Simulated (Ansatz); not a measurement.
Cartesian coordinates (Å):
```xyz
6

C      1.5870    -0.3194     0.0130
C      0.3273    -0.1280     0.0029
C     -1.0187    -0.0628    -0.0075
H      2.2845     0.5199     0.0146
H     -1.5816    -0.0459    -0.9380
H     -1.5956    -0.0375     0.9142
```
Charge -1, spin multiplicity 1.

Computed with frozen-core CCSD(T)/aug-cc-pVTZ // PBE0-D3(BJ)/def2-TZVPD (Ansatz, a program for electronic structure).

| Quantity | Result |
|---|---|
| HF energy | -115.27244 Ha |
| MP2 correlation energy | -0.50143 Ha |

Task: Estimate the CCSD correlation energy, the (T) correction, the total energy and the T1 diagnostic.

Result: 
```yaml
CCSD correlation energy: -0.51664 Ha
"(T) correction": -0.02882 Ha
CCSD(T) total energy: -115.81790 Ha
T1 diagnostic: 0.018
```
